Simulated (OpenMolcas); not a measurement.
Sn2+: effect of the active space

| Quantity | Value |
| --- | --- |
| Program | OpenMolcas |
| Method | CASSCF or its RAS form |
| Basis | ANO-R3 |
| Scalar Hamiltonian | X2C, finite nucleus |
| Spin-orbit coupling | RASSI with atomic mean-field integrals over the reference wave functions, term energies averaged over their components |

A. 2 electrons in 4 orbitals (5s 5p); 2S+1 = 3 even, 3 roots; 2S+1 = 1 even, 7 roots; 2S+1 = 3 odd, 3 roots; 2S+1 = 1 odd, 3 roots; cost roughly 23 core-seconds
B. 2 electrons in 8 orbitals (5s 5p 6s 6p); 2S+1 = 1 even, 7 roots; 2S+1 = 3 even, 3 roots kept (CI in the orbitals of an earlier block); 2S+1 = 1 odd, 3 roots; 2S+1 = 3 odd, 3 roots kept (CI in the orbitals of an earlier block); cost of the order of 22 core-seconds
C. 2 electrons in 9 orbitals (RAS2 5s 5p; RAS3 5d, at most 2 electrons); 2S+1 = 1 even, 7 roots; 2S+1 = 3 even, 3 roots kept (CI in the orbitals of an earlier block); 2S+1 = 1 odd, 3 roots; 2S+1 = 3 odd, 3 roots kept (CI in the orbitals of an earlier block); cost roughly 24 core-seconds

Energies in eV above 5s² ¹S₀, the measured ground level; measured values from Moore, Atomic Energy Levels, vol. III, NSRDS-NBS 35 (1971 reprint of NBS Circular 467, 1958).

```csv
Level,A,B,C,Measured
5s² ¹S₀,0.0000,0.0000,0.0000,0.0000
5s 5p ³P°₀,6.0176,6.2223,6.1629,6.6391
5s 5p ³P°₁,6.2019,6.4114,6.3095,6.8435
5s 5p ³P°₂,6.6114,6.8337,6.6460,7.3434
5s 5p ¹P°₁,10.5715,10.6588,9.8883,9.9077
```

Deviations, from unrounded energies. A percentage is the sum of absolute deviations over the sum of measured energies, with the sign that they share, or ± where signs differ.

| Against measurement | Levels | A | B | C |
| --- | --- | --- | --- | --- |
| mean absolute deviation (cm-1) | 4 | 5400 | 4300 | 3500 |
| other configurations (%) | 4 | ±8.7 | ±6.9 | -5.6 |

C lies closest to measurement on these levels and A furthest from it. The largest miss of C in the table is 5s 5p ³P°₂, by -5600 cm-1. The ranking rests on the paired levels alone, and a cruder setting can come out closer through cancelling errors.

Among A to C the level of the table that moves most is 5s 5p ¹P°₁, by 6200 cm-1 (lowest in C, highest in B).

Terms from blocks run as CI alone lack orbitals of their own (holds for B; C). The run also gave levels led by 5s 6s, which use shells meant for correlation; these and all levels above them are left out (holds for B). Active for correlation alone: 5d; no level in the range computed is led by a configuration that fills it, so any true level of that kind is missing (holds for C). Computed and measured levels are paired by configuration, term and J; levels that our copy of the source lacks, or whose pairing is in doubt (as where it misses far off the trend of its configuration), stay unpaired and out of the deviations. Levels of configurations outside the active space are missing. The table leaves out levels that lie high or whose names do not pair safely across all columns.

° marks odd parity.
